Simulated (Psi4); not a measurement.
C₂H₃, doublet (typed; the unrestricted solution is spin-contaminated), at a GFN2-xTB geometry. Base run: Psi4 1.11 with HF/def2-SV(P).

Here is a job for Psi4.
```
memory 2 GB

molecule mol {
0 2
  C     0.052544   -0.574335   -0.017338
  C     0.036991    0.712736    0.021975
  H    -0.843871   -1.201497   -0.040558
  H     0.974659   -1.139616   -0.030490
  H    -0.667997    1.510703    0.043223
}

set basis def2-sv(p)
set reference uhf

energy('scf')
print_variables()
```

Each row names what was changed in the base input (with any setting that the change needs).

| change | ΔE vs base (µEh) | SCF cycles | basis functions | outcome |
|---|---|---|---|---|
| base | 0.0 | 13 | 34 | converged |
| d_convergence = 1e-4 | 1.1 | 11 | 34 | converged |
| scf_type = disk_df | 0.0 | 13 | 34 | converged |
| level_shift = 0.3 | 0.0 | 13 | 34 | converged |
| cholesky_tolerance = 1e-6 (with scf_type cd) | -17.6 | 13 | 34 | converged |
| damping_percentage = 20 | - | - | 34 | not converged |
| diis_max_vecs = 15 | 0.0 | 13 | 34 | converged |
| guess = sapgau | 0.0 | 13 | 34 | converged |
| guess = sap | 0.0 | 13 | 34 | converged |
| scf_type = cd | -41.5 | 13 | 34 | converged |
| guess = sadno | 0.0 | 14 | 34 | converged |
| basis_guess = true | 0.0 | 10 | 34 | converged |
| scf_type = direct | -19.6 | 15 | 34 | converged |

Open shells are given as the SCF converged; they aren't shown to be the lowest states, and a large step between rows can be another state.
